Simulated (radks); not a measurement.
Results of a calculation; reference values are marked as such.
Q: All-electron atom: Ar in [Ar]. Code: a radial shooting solver on a logarithmic mesh with Libxc functionals. Model: scalar-relativistic Kohn-Sham, PBE, spin-unpolarised, spherical densities, finite nucleus; Fermi nuclear charge, rms radius 3.4274 fm. Some entries of the table are withheld. Estimate them.

orbital,occ.,eigenvalue (hartree),<r> (bohr)
1s,2,-114.6707,(1)
2s,2,-10.91418,0.4141
2p,6,(2),0.3767
3s,2,-0.89253,1.406
3p,6,(3),(4)

A: 
(1) 1s <r> (bohr): 0.08573
(2) 2p eigenvalue (hartree): -8.44816
(3) 3p eigenvalue (hartree): -0.37741
(4) 3p <r> (bohr): 1.664
